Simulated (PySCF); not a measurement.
C₂H₅BGe.
Numbering: `[BH2:1][GeH2:2][C:3]#[CH:4]` (hydrogens: H5, H6 on B1; H7, H8 on Ge2; H9 on C4)

Level of theory: PBE0-D3(BJ)/def2-SVP geometry optimisation, gas phase in PySCF.

Problem. Give the optimised bond lengths and angles.

Solution. 
| bond | length (Å) |
| --- | --- |
| B1–Ge2 | 2.064 |
| Ge2–C3 | 1.909 |
| C3≡C4 | 1.217 |
| B1–H5, B1–H6 | 1.207 |
| Ge2–H7, Ge2–H8 | 1.541 |
| C4–H9 | 1.076 |

Bonds in one row agree within 0.01 Å and their mean is given. A selection of angles:
| angle | degrees |
| --- | --- |
| Ge2–B1–H5 | 118.7 |
| Ge2–B1–H6 | 122.3 |
| H5–B1–H6 | 118.9 |
| B1–Ge2–C3 | 106.9 |
| B1–Ge2–H7 | 115.4 |
| B1–Ge2–H8 | 111.0 |
| C3–Ge2–H7 | 107.5 |
| H7–Ge2–H8 | 108.3 |
| Ge2–C3–C4 | 177.7 |
| C3–C4–H9 | 179.7 |

B1 (three-coordinate boron) is planar (angles 122.3°, 118.9° and 118.7°, sum 360.0°, 0.00 Å off the plane of its three neighbours). Ge2 (germanium bonded to B, C and 2 H) is distorted tetrahedral (angles from 106.9° to 115.4°). The 4 heavy atoms lie in one plane (0.002 Å rms).

PBE0-D3(BJ)/def2-SVP frequencies: not computed here. The numbers are those of one conformer (H–B1–Ge2–C3 56° and -124°).

Time: 25 s; peak memory 0.41 GiB. Hardware: one thread, AMD EPYC 7B13 (x86_64), on a shared host. These figures are those of the optimisation.
